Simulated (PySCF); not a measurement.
CH4SSi, SMILES C[Si]S (connectivity only; charge and spin as stated), neutral, multiplicity 1. Atoms are numbered in the order given.

```xyz
7

Si     0.6723    -0.5643     0.3817
C      1.3929     1.1477    -0.0086
H      1.1239     1.8115     0.8239
H      1.0105     1.6012    -0.9264
H      2.4842     1.1114    -0.0516
S     -1.2852    -0.1368    -0.3208
H     -1.8252    -1.3212    -0.0040
```

Geometry: ωB97X-D3(BJ)/def2-TZVP. The values are those of a single conformer.

Computed with KT2/pcSseg-2 (PySCF).

GIAO shieldings, no solvent; atoms alike by connectivity are averaged. δ = σ(ref) − σ: ²⁹Si against TMS (σ = 351.7 ppm); ¹³C against TMS (σ = 184.2 ppm); ¹H against TMS (σ = 31.47 ppm); ³³S against H2S (σ = 720.7 ppm), references at their B3LYP-D3(BJ)/def2-TZVP geometries, non-relativistic.

Problem. Estimate the chemical shifts. (The exact figures need the calculation; the answer reports its results.)

Solution. 
```csv
nucleus,atoms,count,δ (ppm)
²⁹Si,Si1,1,488.4
¹³C,C2,1,30.2
¹H,H7,1,5.78
¹H,"H3, H4, H5",3,1.49
³³S,S6,1,459.0
```
